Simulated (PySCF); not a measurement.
In(H)(OH)(OMe) (CH₅InO₂), SMILES C[O][InH][OH].

Geometry optimised at PBE-D3(BJ)/def2-SVP. The def2 effective core potentials stand for the cores of In; spin–orbit coupling is left out. The values are those of a single conformer.

All values below come from PBE-D3(BJ)/def2-SVP (PySCF).

Frequencies are harmonic and unscaled.

Q: List the normal modes with their intensities. (The exact figures need the calculation; the answer reports its results.)

A: 
```
mode  ν (cm⁻¹)  IR (km/mol)  Raman (Å⁴/amu)  depolarisation  moving atoms (share of kinetic energy)
----  --------  -----------  --------------  --------------  --------------------------------------
1           57          0.4             0.1            0.75                          H 87 %, O 12 %
2          100          5.3             2.5            0.72                  O 52 %, C 24 %, H 18 %
3          116         21.7             0.8            0.75                  O 56 %, H 27 %, C 13 %
4          229          9.6             3.3            0.11         O 37 %, C 27 %, H 21 %, In 15 %
5          278         68.5             1.3            0.75                                  H 94 %
6          360         30.9             2.6            0.75                                  H 93 %
7          403        104.6            17.4            0.75                                  H 91 %
8          519         32.8            23.0            0.20                 O 70 %, In 13 %, C 10 %
9          568         36.0            15.2            0.20                         O 85 %, In 12 %
10         788         75.7             2.1            0.72                                  H 93 %
11        1079        183.2            21.7            0.39                          O 48 %, C 45 %
12        1129          0.4             0.6            0.75                          H 77 %, C 19 %
13        1153          0.8             5.0            0.12                   H 71 %, C 20 %, O 9 %
14        1418          0.7            23.2            0.75                                  H 96 %
15        1419         41.4            15.3            0.59                          H 89 %, C 10 %
16        1421          3.4            32.7            0.74                                  H 97 %
17        1780        110.4           268.0            0.21                                  H 99 %
18        2896        138.1           239.4            0.05                                  H 98 %
19        2963         50.5           197.6            0.75                          H 90 %, C 10 %
20        2982         26.6            81.3            0.60                          H 90 %, C 10 %
21        3714         36.9           148.0            0.28                                  H 94 %
```
